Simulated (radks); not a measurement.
The numbers below are computed, except where a source is named.
Species: La26+. Configuration: [Ar] 3d10 4s2 4p1.

Code: a radial shooting solver on a logarithmic mesh with Libxc functionals. Model: scalar-relativistic Kohn-Sham, LB94 model potential, spin-polarised, spherical densities, finite nucleus; open shells are filled with parallel spins first (spin-orbit coupling, left out, can overturn this in heavy ions); Fermi nuclear charge, rms radius 4.855 fm.

Energy parts (hartree):
part                   energy
kinetic             8672.3912
electron-nucleus  -18784.4107
Hartree             2120.9827
(The LB94 potential has no energy functional, so no total or exchange-correlation energy is given.)

Orbitals (lengths in bohr, moments of r in powers of bohr; r(max) is where P^2 peaks):
orbital	occ.	eigenvalue (hartree)	<r^4>	<1/r>	r(max)
1s up	1	-1461.961	1.904e-06	62.07	0.01607
1s down	1	-1461.961	1.904e-06	62.07	0.01607
2s up	1	-259.3772	0.0003127	14.32	0.09077
2s down	1	-259.3644	0.0003127	14.32	0.09078
2p up	3	-236.0474	0.0002273	13.61	0.07294
2p down	3	-236.0269	0.0002273	13.61	0.07294
3s up	1	-78.43881	0.01222	5.235	0.2586
3s down	1	-78.43516	0.01225	5.232	0.2587
3p up	3	-70.95129	0.01251	4.981	0.2525
3p down	3	-70.94822	0.01254	4.978	0.2526
3d up	5	-60.35270	0.009957	4.749	0.2064
3d down	5	-60.34962	0.009983	4.747	0.2064
4s up	1	-35.65421	0.2013	2.472	0.5679
4s down	1	-35.63657	0.1996	2.483	0.5667
4p up	1	-32.90163	0.2278	2.354	0.5817
4p down	0	-32.87692	0.2257	2.364	0.5802

The highest occupied level is 4p up at -895.30 eV. For comparison, the ionisation energy in NIST's Atomic Spectra Database is 906 eV (theoretical). In exact Kohn-Sham theory the highest level is minus the ionisation energy, but local and semilocal functionals leave it too shallow, through self-interaction and a potential that decays too fast; potentials with the right tail come closer.
